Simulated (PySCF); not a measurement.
**Cl¹⁵⁺ (chlorine, charge +15) across methods**

1s2, closed-shell 1S. Computed with PySCF 2.14 in an uncontracted even-tempered set (17 s from 11 bohr⁻², ratio 2.2; 7 p from 17 bohr⁻², ratio 2.4; 4 d from 50 bohr⁻², ratio 2.4; 3 f from 75 bohr⁻², ratio 2.4; 3 g from 110 bohr⁻², ratio 2.4), with scalar relativity by spin-free X2C-1e.

```
method  E (hartree)  mean ε 1s (eV)  Σ⟨r²⟩ (bohr²)   ⟨S²⟩
   UHF   -279.51591         -3660.3        0.02151  0.000
   PBE    -279.3665         -3554.5        0.02161  0.000
  TPSS    -279.5736         -3562.9        0.02156  0.000
M06-2X    -279.5563         -3605.8        0.02159  0.000
r2SCAN    -279.5709         -3566.8        0.02155  0.000
  PBE0    -279.4154         -3581.2        0.02159  0.000
```

(1) Estimate the same row for LDA.

Results:

(1) E (hartree) = -278.2692; mean ε 1s (eV) = -3542.5; Σ⟨r²⟩ (bohr²) = 0.02169; ⟨S²⟩ = 0.000.
